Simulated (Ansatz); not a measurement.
Born–Oppenheimer molecular dynamics of F₃GeH (5 atoms, charge 0, multiplicity 1). It starts at the highest image of a converged band. Of that band: Neighbouring images differ by up to 1.7 eV, so the band resolves the path poorly. A vibrational analysis at the climbing image gives one clearly imaginary mode, 1327i cm⁻¹: a first-order saddle point.

All numbers below come from Ansatz, RKS PBE0/def2-SVP.

- ensemble: NVE (velocity Verlet)
- time step: 0.5 fs
- steps asked: 200
- starting velocities drawn for: 300 K
- seed: 11317

Frames 0.5 fs apart, positions in Å, forces in eV/Å.

Velocities at 90 fs (Å/ps):

```
Ge -8.32 0.30 -2.00
H 91.63 5.21 -17.20
F 16.32 -1.67 -6.15
F 3.89 1.20 7.12
F 6.74 -0.96 7.59
```

```xyz
5
Properties=species:S:1:pos:R:3:forces:R:3 time_fs=90 energy_less_start_eV=-1.087 T=3100
Ge -0.818 -0.012 0.448 0.48 0.30 -1.22
H 2.473 -0.599 0.033 2.95 2.09 -0.15
F 3.274 0.002 0.041 -3.04 -2.18 0.06
F -0.366 1.308 -0.655 -0.31 -0.54 0.70
F -0.216 -1.270 -0.655 -0.08 0.32 0.61
5
Properties=species:S:1:pos:R:3:forces:R:3 time_fs=90.5 energy_less_start_eV=-1.200 T=3382
Ge -0.823 -0.012 0.447 0.50 0.27 -1.20
H 2.522 -0.594 0.024 1.81 1.31 -0.14
F 3.282 0.001 0.038 -1.89 -1.38 0.06
F -0.365 1.309 -0.651 -0.31 -0.52 0.68
F -0.213 -1.270 -0.652 -0.10 0.33 0.60
5
Properties=species:S:1:pos:R:3:forces:R:3 time_fs=91 energy_less_start_eV=-1.256 T=3516
Ge -0.827 -0.012 0.446 0.51 0.24 -1.18
H 2.576 -0.586 0.015 0.12 0.00 -0.16
F 3.289 0.000 0.035 -0.21 -0.07 0.09
F -0.363 1.309 -0.648 -0.30 -0.50 0.66
F -0.210 -1.271 -0.648 -0.12 0.34 0.59
5
Properties=species:S:1:pos:R:3:forces:R:3 time_fs=91.5 energy_less_start_eV=-1.208 T=3393
Ge -0.831 -0.011 0.445 0.52 0.21 -1.16
H 2.630 -0.577 0.005 -2.06 -1.87 -0.24
F 3.297 -0.001 0.032 1.97 1.80 0.17
F -0.361 1.310 -0.644 -0.29 -0.48 0.63
F -0.206 -1.271 -0.644 -0.13 0.34 0.59
5
Properties=species:S:1:pos:R:3:forces:R:3 time_fs=92 energy_less_start_eV=-1.070 T=3055
Ge -0.835 -0.011 0.444 0.52 0.18 -1.13
H 2.679 -0.574 -0.005 -4.27 -3.98 -0.38
F 3.305 -0.002 0.029 4.18 3.92 0.32
F -0.359 1.310 -0.640 -0.29 -0.46 0.61
F -0.203 -1.271 -0.640 -0.14 0.34 0.58
5
Properties=species:S:1:pos:R:3:forces:R:3 time_fs=92.5 energy_less_start_eV=-0.952 T=2771
Ge -0.839 -0.011 0.443 0.52 0.15 -1.09
H 2.718 -0.579 -0.016 -5.58 -5.47 -0.53
F 3.314 -0.003 0.026 5.49 5.42 0.48
F -0.357 1.310 -0.636 -0.28 -0.44 0.58
F -0.200 -1.272 -0.635 -0.15 0.34 0.57
5
Properties=species:S:1:pos:R:3:forces:R:3 time_fs=93 energy_less_start_eV=-0.975 T=2828
Ge -0.843 -0.011 0.442 0.52 0.13 -1.06
H 2.743 -0.598 -0.028 -5.22 -5.43 -0.59
F 3.323 -0.003 0.023 5.12 5.37 0.54
F -0.355 1.311 -0.632 -0.27 -0.41 0.55
F -0.197 -1.272 -0.631 -0.15 0.34 0.56
5
Properties=species:S:1:pos:R:3:forces:R:3 time_fs=93.5 energy_less_start_eV=-1.121 T=3179
Ge -0.847 -0.011 0.440 0.52 0.11 -1.01
H 2.756 -0.630 -0.042 -3.46 -3.83 -0.50
F 3.333 -0.002 0.020 3.36 3.77 0.45
F -0.354 1.311 -0.628 -0.27 -0.39 0.52
F -0.193 -1.272 -0.627 -0.15 0.33 0.54
5
Properties=species:S:1:pos:R:3:forces:R:3 time_fs=94 energy_less_start_eV=-1.253 T=3507
Ge -0.851 -0.011 0.439 0.51 0.10 -0.97
H 2.761 -0.671 -0.056 -1.33 -1.57 -0.30
F 3.343 0.000 0.017 1.22 1.51 0.25
F -0.352 1.311 -0.624 -0.26 -0.36 0.49
F -0.190 -1.272 -0.623 -0.14 0.32 0.52
5
Properties=species:S:1:pos:R:3:forces:R:3 time_fs=94.5 energy_less_start_eV=-1.283 T=3587
Ge -0.855 -0.010 0.438 0.50 0.08 -0.92
H 2.762 -0.716 -0.072 0.43 0.51 -0.06
F 3.353 0.001 0.014 -0.55 -0.56 0.01
F -0.350 1.311 -0.620 -0.25 -0.34 0.46
F -0.187 -1.272 -0.618 -0.13 0.30 0.51
5
Properties=species:S:1:pos:R:3:forces:R:3 time_fs=95 energy_less_start_eV=-1.216 T=3425
Ge -0.859 -0.010 0.436 0.48 0.07 -0.88
H 2.765 -0.759 -0.088 1.61 2.05 0.15
F 3.364 0.003 0.011 -1.74 -2.10 -0.19
F -0.349 1.311 -0.616 -0.24 -0.31 0.43
F -0.183 -1.272 -0.614 -0.12 0.29 0.49
5
Properties=species:S:1:pos:R:3:forces:R:3 time_fs=95.5 energy_less_start_eV=-1.104 T=3145
Ge -0.863 -0.010 0.435 0.47 0.05 -0.83
H 2.771 -0.798 -0.103 2.30 3.08 0.31
F 3.374 0.004 0.009 -2.43 -3.12 -0.36
F -0.347 1.311 -0.611 -0.23 -0.28 0.40
F -0.180 -1.272 -0.609 -0.11 0.28 0.47
```

Of the whole run (100 fs, mean temperature of the second half 3085 K): The conserved energy stayed within 2 meV per atom of its start (net change -1.5 meV per atom), so the integration is sound. The kinetic energy rose, since the run started high on the potential surface and went downhill. It ends in pieces (F2Ge + FH), so much of that is their flight and rotation, not heat. A run of 0.1 ps of so small a system gives no equilibrium averages. The orbitals stay closed-shell, which can raise the energy where a bond breaks towards radicals; this wasn't checked here.

Time of the run: 4.7 min on 1 thread of Intel(R) Xeon(R) 6975P-C (Granite Rapids), with other jobs on the host, peak memory 0.2 GiB.
